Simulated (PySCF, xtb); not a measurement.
C2H10GeSi, SMILES C[SiH](C)[GeH3].

Harmonic wavenumbers (cm⁻¹) from xtb 6.7.1 with GFN2-xTB at its own minimum, in rising order: 28, 110, 116, 119, 146, 185, 345, 369, 376, 600, 621, 693, 751, 792, 804, 819, 826, 862, 897, 899, 1366, 1368, 1478, 1482, 1482, 1486, 1923, 2012, 2016, 2162, 3022, 3026, 3031, 3034, 3039, 3043.

Task: What does PBE-D3(BJ)/def2-SVP in PySCF 2.14.0 give at its own minimum? (An estimate is asked for; the answer gives what the named calculation found.)

Result: 78, 120, 141, 159, 169, 197, 333, 420, 429, 596, 633, 665, 685, 738, 761, 831, 854, 857, 858, 873, 1210, 1217, 1378, 1380, 1387, 1391, 2051, 2064, 2069, 2132, 2973, 2973, 3071, 3071, 3079, 3079. Paired by order, the mean absolute difference is 50 cm⁻¹ and the zero-point energies are 64.8 and 64.2 kcal/mol.
